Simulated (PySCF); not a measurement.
Ligands exchanged one at a time, Ge Cl-H. Isolated molecules, 0 K electronic values unless said otherwise. Strings in code marks are SMILES.

The S1–T1 gap (TDA) from two functionals at the same geometries (CAM-B3LYP-D3(BJ)/def2-TZVP), both in PySCF: PBE-D3(BJ)/def2-TZVP and CAM-B3LYP-D3(BJ)/def2-TZVP. Excitations are Tamm–Dancoff values on a coarser integration grid. The basis has no diffuse functions, so Rydberg states are missing or too high.

| species | PBE-D3(BJ)/def2-TZVP (eV) | CAM-B3LYP-D3(BJ)/def2-TZVP (eV) |
|---|---|---|
| 1 of 4 Cl replaced by H (`[Cl][GeH]([Cl])[Cl]`) | 0.32 | 0.50 |
| 2 of 4 Cl replaced by H | 0.49 | 0.62 |
| 3 of 4 Cl replaced by H (`[Cl][GeH3]`) | 0.47 | 0.54 |

Over these rows, drawn at random from the members with no instability flagged (it was tested for open shells, ions and some series alone), PBE minus CAM-B3LYP-D3(BJ): mean -0.13 eV, from -0.18 eV to -0.07 eV.
